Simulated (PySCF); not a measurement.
## How methods differ on the ionisation energy of Ru+

Ru+ [Kr] 4d7 (4F) → Ru(2+) [Kr] 4d6 (5D), as a difference of total energies. Computed with PySCF 2.14 in def2-TZVPPD with the def2 core potential (28 electrons), with scalar relativity through the core potential. Correlated levels: valence: 4s2 4p6 frozen; valence and next inner shell: nothing frozen outside the core potential. The calculations carry no spin-orbit coupling.

**Question.** Order these methods by the ionisation energy they give, lowest first.
A. SCS-MP2 (valence and next inner shell)
B. wB97M-V
C. B97-3
D. TPSSh

**Answer.** A (16.333 eV), B (16.753 eV), D (16.797 eV), C (16.881 eV).

The reference lies between the lowest fine-structure levels, while these numbers refer to the centres of the terms.

Errors of the correlated levels include the incompleteness of this basis and the frozen core.

For comparison: 16.76 ± 0.06 eV (semi-empirical (NIST evaluation); NIST Atomic Spectra Database, ionization energies).
